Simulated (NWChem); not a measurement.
# CH5FGeO; SMILES [F][GeH2][O]C

```xyz
9

Ge    -0.3181     0.5046    -0.0078
F      1.2711     1.2352    -0.0595
O     -0.2010    -1.1642    -0.6130
C      0.4763    -2.1354     0.1797
H     -1.2224     1.2550    -1.0019
H     -0.7392     0.5051     1.4839
H      1.5653    -2.0157     0.1153
H      0.1782    -2.0880     1.2377
H      0.2094    -3.1232    -0.2090
```
Atoms are numbered in this order, from 1.

Level: B3LYP/6-31G* (spherical d) (NWChem), optimised geometry, unscaled harmonic frequencies. 

### Question
List the harmonic frequencies with IR intensities, and the thermochemistry.

### Answer
```tsv
frequency (cm⁻¹)	IR intensity (km/mol)
78	6.5
113	0.4
215	10.3
272	12.7
577	53.9
643	49.4
681	5.0
704	81.5
807	133.0
843	59.3
1094	172.7
1186	0.4
1211	7.3
1508	13.9
1525	3.7
1535	5.4
2114	94.2
2173	107.5
3013	58.9
3078	47.6
3120	32.9
```

```yaml
zero_point_energy: 37.8 kcal/mol
thermal correction to the enthalpy at 298.15 K (with zero-point energy): 42.2 kcal/mol
heat capacity Cv: 19.3 cal/(mol K)
entropy at 298.15 K and 1 atm (symmetry number 1): 79.0 cal/(mol K)
dipole_moment: 1.87 D
```

Rigid rotor and harmonic oscillator; modes under 100 cm⁻¹ make the entropy uncertain.
